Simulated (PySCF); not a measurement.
BeHIO. Atoms are numbered in the order given.

```xyz
4

Be     0.0088    -1.5516     0.0000
I     -0.0023     0.6325     0.0000
O      0.0816    -2.9574     0.0000
H     -0.5640    -3.6580     0.0000
```
Charge 0, spin multiplicity 1.

Geometry optimised at r2SCAN-D4/def2-TZVP. The def2 effective core potentials stand for the cores of I; spin–orbit coupling is left out. The values are those of a single conformer.

These are PySCF with PBE/def2-TZVPD values and carry that method's errors.

Symmetry labels are those of the subgroup Cs that the program uses (full group Cs).

List the valence orbital energies around the gap with their symmetry. (An estimate is asked for; the answer gives what the named calculation found.)


```
orbital  symmetry  energy (eV)
-------  --------  -----------
HOMO−7         A'       -24.72
HOMO−6         A'       -17.28
HOMO−5         A'       -13.03
HOMO−4         A'        -8.58
HOMO−3         A'        -8.44
HOMO−2         A"        -8.17
HOMO−1         A'        -6.76
HOMO           A"        -6.72
LUMO           A'        -1.36
LUMO+1         A'        -0.70
LUMO+2         A"        -0.47
LUMO+3         A'        -0.10
```
